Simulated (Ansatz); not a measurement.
Consider the ligand exchange at a B–C bond: `B/C=C/CF` + `C#C[SiH2]O` → `BO[SiH2]C#C` + `C=CCF`.

Calculated with Ansatz (gas phase, PBE0-D4/def2-TZVP geometries, no zero-point term in ΔE). CCSD(T)/CBS is the MP2 limit (def2-TZVPP, def2-QZVPP) plus CCSD(T) − MP2 in def2-TZVPP, frozen cores. This one scheme is used for every species. DFT in def2-TZVPP. B3LYP here is the variant with VWN-RPA as its local correlation; programs differ in this. One conformer a species, not always the lowest.

CCSD(T)/CBS gives -1.12 eV.

Question: Another level gave -1.11 eV. Which?
A. HF/def2-TZVPP
B. PBE/def2-TZVPP
C. r2SCAN/def2-TZVPP
D. B3LYP/def2-TZVPP

Answer: D. B3LYP -1.11, r2SCAN -1.06, PBE -1.02, HF/def2-TZVPP -1.19 eV.

Largest T1 diagnostic among the species: 0.014.

In def2-TZVPP, CCSD(T) changes the Hartree–Fock value by +0.06 eV (the triples alone add +0.01 eV) and MP2 by +0.09 eV.
